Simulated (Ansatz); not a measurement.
C$_{6}$H$_{6}$O$_{2}$S (SMILES c1scc2c1OCCO2), singlet, geometry from GFN2-xTB; Ansatz (a quantum-chemistry and plane-wave program) with SVWN5/STO-3G.

The Ansatz input:
Ansatz 0.2 input:
```yaml
crystal:
  periodic: [false, false, false]
  atoms:
    - {symbol: C, position_ang: [1.24515845, -1.21035131, -0.24687792]}
    - {symbol: S, position_ang: [2.43614562, -0.02416596, 0.11673198]}
    - {symbol: C, position_ang: [1.23956265, 1.18570350, 0.36593747]}
    - {symbol: C, position_ang: [-0.01279689, 0.69317131, 0.17319855]}
    - {symbol: C, position_ang: [-0.00989653, -0.69294620, -0.17428595]}
    - {symbol: O, position_ang: [-1.15914241, -1.39795596, -0.39682423]}
    - {symbol: C, position_ang: [-2.29738850, -0.71485274, 0.09234226]}
    - {symbol: C, position_ang: [-2.26343624, 0.76009498, -0.31088179]}
    - {symbol: O, position_ang: [-1.16387440, 1.42099971, 0.28551301]}
    - {symbol: H, position_ang: [1.52947257, -2.21123613, -0.49466335]}
    - {symbol: H, position_ang: [1.51863873, 2.18099963, 0.64071869]}
    - {symbol: H, position_ang: [-3.16362538, -1.21775080, -0.33917038]}
    - {symbol: H, position_ang: [-2.33471696, -0.78948214, 1.18813955]}
    - {symbol: H, position_ang: [-2.19434622, 0.83440931, -1.40515717]}
    - {symbol: H, position_ang: [-3.15683587, 1.28044820, 0.03631494]}
basis:
  gaussian:
    orbitals: STO-3G
hamiltonian:
  xc: {name: SVWN5}
output: {forces: true}
```

Output, abridged:

```
Functional definition: SVWN5
772 factors; integrals over basis functions are off by at most 4.0e-5 eV
mean field evaluation 1: about -20869.4604 eV, gradient 2.0e1 eV
mean field evaluation 2: about -20868.0765 eV, gradient 2.9e1 eV
mean field evaluation 4: about -20870.6892 eV, gradient 3.7e0 eV
mean field evaluation 8: about -20870.5371 eV, gradient 8.3e-2 eV
mean field evaluation 16: about -20870.5372 eV, gradient 1.6e-5 eV
mean field -20870.53716039 eV, -766.9780940862 hartree, gradient 1.0e-5 eV, S^2 0.000000; 0 other end points of the search recorded, 0 dependent functions left out
the calculation of the forces begins
reference -20870.53718644 eV, -766.9780950434 hartree; 37, 37 occupied and 18, 18 virtual orbitals, 772 factors
Total energy: -20870.53718644 eV, -766.9780950434 hartree
Atom 0 at     1.245158    -1.210351    -0.246878 Å, force     0.522174    -0.019948    -0.046293 eV/Å
Atom 1 at     2.436146    -0.024166     0.116732 Å, force     1.095228    -0.010864     0.052480 eV/Å
Atom 2 at     1.239563     1.185704     0.365937 Å, force     0.515648     0.009653     0.096022 eV/Å
Atom 3 at    -0.012797     0.693171     0.173199 Å, force     0.052756    -0.064810    -0.201029 eV/Å
Atom 4 at    -0.009897    -0.692946    -0.174286 Å, force     0.034568     0.063944     0.205214 eV/Å
Atom 5 at    -1.159142    -1.397956    -0.396824 Å, force     0.114720    -2.468829    -1.325659 eV/Å
Atom 6 at    -2.297388    -0.714853     0.092342 Å, force    -0.476406     0.480686     0.454020 eV/Å
Atom 7 at    -2.263436     0.760095    -0.310882 Å, force    -0.440238    -0.471593    -0.497943 eV/Å
Atom 8 at    -1.163874     1.421000     0.285513 Å, force     0.036296     2.467331     1.332895 eV/Å
Atom 9 at     1.529473    -2.211236    -0.494663 Å, force     0.208302    -0.911604    -0.197305 eV/Å
Atom 10 at     1.518639     2.181000     0.640719 Å, force     0.206487     0.907490     0.217180 eV/Å
Atom 11 at    -3.163625    -1.217751    -0.339170 Å, force    -0.710893    -0.339121    -0.240260 eV/Å
Atom 12 at    -2.334717    -0.789482     1.188140 Å, force    -0.251594     0.062216     0.714719 eV/Å
Atom 13 at    -2.194346     0.834409    -1.405157 Å, force    -0.183293    -0.057902    -0.735557 eV/Å
Atom 14 at    -3.156836     1.280448     0.036315 Å, force    -0.723755     0.353352     0.171517 eV/Å
Dipole moment:    -0.248425     0.002464    -0.011904 e Å
```
